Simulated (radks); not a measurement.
Spherical quantum dot in the effective-mass picture: electrons in a well V = -V0 / (1 + exp((r - R)/a)) with V0 = 6.36, R = 8.35, a = 0.48, with a point charge +1 (a donor) at the centre, all in effective atomic units (hartree* = m*/eps^2 hartree, bohr* = eps/m* bohr), one dielectric constant everywhere. Method: non-relativistic Kohn-Sham, LDA (Slater exchange, Perdew-Wang correlation), spin-polarised, spherical densities; computed with a radial shooting solver with Libxc functionals. Levels are named by radial order and angular momentum (1s, 1p, 1d, 2s, ...), and open shells are averaged over m. Results are scaled to m* = 0.152 and eps = 7.6, for which hartree* = 71.61 meV and bohr* = 2.646 nm.

N = 29, configuration 1s2 1p6 1d10 2s(up 1, down 0) 1f(up 7, down 3). This is the lowest configuration that the search found. Occupied and some empty levels:

| level | occupation | eigenvalue (meV) | <r> (nm) |
|---|---|---|---|
| 1s up | 1 | -144.50 | 15.02 |
| 1s down | 1 | -143.15 | 15.39 |
| 1p up | 3 | -141.95 | 15.75 |
| 1p down | 3 | -140.75 | 15.74 |
| 1d up | 5 | -137.56 | 16.02 |
| 1d down | 5 | -136.36 | 16.02 |
| 2s up | 1 | -134.54 | 5.117 |
| 1f up | 7 | -131.33 | 16.29 |
| 1f down | 3 | -130.12 | 16.29 |
| 2s down | 0 | -125.32 | 6.221 |
| 1g up | 0 | -123.39 | 16.55 |
| 1g down | 0 | -122.17 | 16.55 |
| 2p up | 0 | -111.05 | 10.83 |
| 2p down | 0 | -109.36 | 11.20 |
| 2d up | 0 | -99.781 | 12.55 |
| 2d down | 0 | -98.736 | 12.63 |

Energy (meV): total -8479.29, kinetic 562.31, external -13230, Hartree 4678.0, exchange-correlation -489.14.
